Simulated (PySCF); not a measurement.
## Magnetic susceptibility: `[H]/N=C\C[C@@](C)(N)C[SiH3]`, C5H14N2Si

Geometry:
```json
{"atom": "C1", "x (Å)": "0.116", "y (Å)": "-1.827", "z (Å)": "0.724"}
{"atom": "C2", "x (Å)": "-0.115", "y (Å)": "-0.413", "z (Å)": "0.171"}
{"atom": "N3", "x (Å)": "0.173", "y (Å)": "0.626", "z (Å)": "1.157"}
{"atom": "C4", "x (Å)": "-1.576", "y (Å)": "-0.198", "z (Å)": "-0.226"}
{"atom": "Si5", "x (Å)": "-1.992", "y (Å)": "1.658", "z (Å)": "-0.089"}
{"atom": "C6", "x (Å)": "0.787", "y (Å)": "-0.167", "z (Å)": "-1.060"}
{"atom": "C7", "x (Å)": "2.243", "y (Å)": "-0.254", "z (Å)": "-0.719"}
{"atom": "N8", "x (Å)": "3.029", "y (Å)": "0.689", "z (Å)": "-0.460"}
{"atom": "H9", "x (Å)": "-0.078", "y (Å)": "-2.575", "z (Å)": "-0.042"}
{"atom": "H10", "x (Å)": "1.140", "y (Å)": "-1.947", "z (Å)": "1.076"}
{"atom": "H11", "x (Å)": "-0.555", "y (Å)": "-2.015", "z (Å)": "1.561"}
{"atom": "H12", "x (Å)": "-0.295", "y (Å)": "0.410", "z (Å)": "2.030"}
{"atom": "H13", "x (Å)": "1.169", "y (Å)": "0.694", "z (Å)": "1.349"}
{"atom": "H14", "x (Å)": "-1.764", "y (Å)": "-0.589", "z (Å)": "-1.225"}
{"atom": "H15", "x (Å)": "-2.224", "y (Å)": "-0.756", "z (Å)": "0.451"}
{"atom": "H16", "x (Å)": "-2.234", "y (Å)": "2.046", "z (Å)": "1.298"}
{"atom": "H17", "x (Å)": "-3.247", "y (Å)": "1.846", "z (Å)": "-0.837"}
{"atom": "H18", "x (Å)": "-0.975", "y (Å)": "2.503", "z (Å)": "-0.708"}
{"atom": "H19", "x (Å)": "0.562", "y (Å)": "0.831", "z (Å)": "-1.441"}
{"atom": "H20", "x (Å)": "0.545", "y (Å)": "-0.906", "z (Å)": "-1.824"}
{"atom": "H21", "x (Å)": "2.670", "y (Å)": "-1.253", "z (Å)": "-0.669"}
{"atom": "H22", "x (Å)": "2.609", "y (Å)": "1.618", "z (Å)": "-0.516"}
```

Computed with GIAO B3LYP/pcSseg-1 magnetisability, rotational g tensor and spin-rotation constants, non-relativistic, gas phase in PySCF 2.14.0. Geometry: GFN2-xTB.

Question: What are the magnetisability and the molar susceptibility?

Answer: Isotropic -1447 × 10⁻³⁰ J/T², or -87.1 × 10⁻⁶ cm³/mol; principal values -1526, -1474, -1340 × 10⁻³⁰ J/T², anisotropy 166 × 10⁻³⁰ J/T² (root of half the summed squared differences of the principal values). The susceptibility is in cgs units.

Question: Split it along the inertial axes a, b, c into diamagnetic and paramagnetic parts about the centre of mass, with the quadrupole moment.

Answer: 
```tsv
axis	χ (10⁻⁶ cm³/mol)	diamagnetic (10⁻⁶ cm³/mol)	paramagnetic (10⁻⁶ cm³/mol)	summed x² of all electrons (Å²)	quadrupole Θ (D Å)
a	-88.8	-642.7	553.9	243.1	-15.01
b	-82.3	-1247.8	1165.5	100.5	+5.97
c	-90.3	-1458.0	1367.8	51.0	+9.04
```
Anisotropies 2χaa − χbb − χcc = -5.0 and 2χbb − χaa − χcc = +14.4 × 10⁻⁶ cm³/mol. Θ is traceless in Buckingham's convention.

Question: And the rotational g tensor?

Answer: 
| axis | rotational constant (GHz) | g | nuclear part | electronic part |
| --- | --- | --- | --- | --- |
| a | 2.5029 | -0.0184 | 0.6329 | -0.6513 |
| b | 1.0802 | -0.0175 | 0.5739 | -0.5915 |
| c | 0.9159 | -0.0122 | 0.5764 | -0.5886 |

Asymmetric top; isotopes 12C, 1H, 14N, 28Si; no vibrational averaging.
